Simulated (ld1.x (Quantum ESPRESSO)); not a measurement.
## What the settings do to the ultrasoft potential of carbon

Base potential:

- Element: C (Z = 6)
- Generator: ld1.x (Quantum ESPRESSO) 7.5
- Type: ultrasoft
- Functional: PBE
- Relativity: scalar-relativistic
- Frozen core: [He]
- Valence charge: 4
- Reference configuration: 2s2 2p2
- Partial waves: 2s (bound): rcut 0.70, rcutus 0.95 bohr; 2s channel at 3.1 Ry: rcut 0.70, rcutus 0.95 bohr; 2p (bound): rcut 1.95, rcutus 2.60 bohr; 2p channel at 0.5 Ry: rcut 1.95, rcutus 2.60 bohr
- Local potential: all-electron potential smoothed inside 1.55 bohr (lloc = -1)
- Core correction: a·sin(br)/r model core inside 0.80 bohr
- Augmentation charge: built from norm-conserving waves at rcut, not smoothed further

Cutoffs, loose and tight: the cutoffs (Ry, on a coarse ladder) from which the occupation-weighted sum of valence levels, in a spherical-Bessel basis at the reference potential, stays within 10 and 1 mRy of its value at 400 Ry. They do not see the model core or the augmentation charge, which bear on the density cutoff. Test errors are all-electron minus pseudo excitation energies from the reference, over the configurations 2s2 2p1; 2s2 2p0; 2s1 2p0; 2s2 2p1.5; 2s1 2p3; 2s1 2p2; 2s2 2p2.3. A dash means not determined; rows that change the core or the reference have their own tests.

Cutoffs are not given where the Bessel-basis levels miss the radial ones by over 6 mRy, ghosts where they miss by over 20 mRy; a channel whose overlap is not positive is not tested.

A file whose overlap is not positive is unfit for use, and its test errors describe a broken file.

```tsv
change	outcome	cutoff, loose	cutoff, tight	bound ghosts	largest test error (meV)
base	generated	–	–	not determined	+495
local potential all-electron potential smoothed inside 2.25 bohr (lloc = -1)	generated	–	–	not determined	+488
augmentation PSQ, radius 0.60 bohr	generated	35 Ry	45 Ry	none	+126
waves 2s (bound): rcut 0.70, rcutus 1.10 bohr; 2s channel at 3.1 Ry: rcut 0.70, rcutus 1.10 bohr	generated	–	–	not determined	+486
type TM; waves now 2s (bound): rc 0.95 bohr; 2p (bound): rc 2.60 bohr; local potential all-electron potential smoothed inside 0.85 bohr (lloc = -1)	generated	35 Ry	90 Ry	none	+1365
all radii but the core radius scaled by about 1.30 (s 1.24, p 3.38 bohr, rcut 0.90/2.52); local potential all-electron potential smoothed inside 2.00 bohr (lloc = -1)	generated, overlap not positive	–	–	not determined (overlap not positive)	+1231
reference 2s2 2p1.75	generated, overlap not positive	–	–	not determined (overlap not positive)	+456
waves 2p (bound): rcut 1.95, rcutus 2.64 bohr; 2p channel at 0.5 Ry: rcut 1.95, rcutus 2.64 bohr	generated	–	–	not determined	+495
local potential all-electron potential smoothed inside 2.94 bohr (lloc = -1)	generated, overlap not positive	–	–	not determined (overlap not positive)	+484
core correction a·sin(br)/r model core inside 0.74 bohr	generated	–	–	not determined	+498
```
